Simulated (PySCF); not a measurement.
Atom-mapped SMILES (the numbers label the heavy atoms): `[O:1]=[c:2]1[cH:3][cH:4][cH:5][cH:6][cH:7][cH:8]1`; H(Xn) means a hydrogen on atom n.

GIAO PBE0/pcSseg-1 shifts (PySCF, gas phase, non-relativistic, equivalent atoms averaged), each against references optimised in the same way as the molecule (H2O, TMS).

On the GFN2-xTB geometry: O1 613.3, C2 188.6, C3/C8 154.6, C5/C6 141.8, C4/C7 139.9, H(C3)/H(C8) 7.23, H(C4)/H(C7) 7.20, H(C5)/H(C6) 7.07 ppm.

Problem. What changes on the PBE0-D3(BJ)/def2-SVP geometry?

Solution. 
| atoms | δ (ppm) | change |
| --- | --- | --- |
| O1 | 609.1 | -4.2 |
| C2 | 186.1 | -2.5 |
| C3/C8 | 154.1 | -0.5 |
| C5/C6 | 141.3 | -0.5 |
| C4/C7 | 139.3 | -0.6 |
| H(C3)/H(C8) | 6.98 | -0.25 |
| H(C4)/H(C7) | 6.93 | -0.27 |
| H(C5)/H(C6) | 6.85 | -0.22 |

Bonds between heavy atoms that differ most (equivalent bonds averaged): C4–C5 1.421 → 1.432 Å, C2–C3 1.461 → 1.470 Å, C3–C4 1.351 → 1.359 Å, C5–C6 1.357 → 1.363 Å, O1–C2 1.226 → 1.223 Å. Mean change of bonds to hydrogen: C–H +0.010 Å.
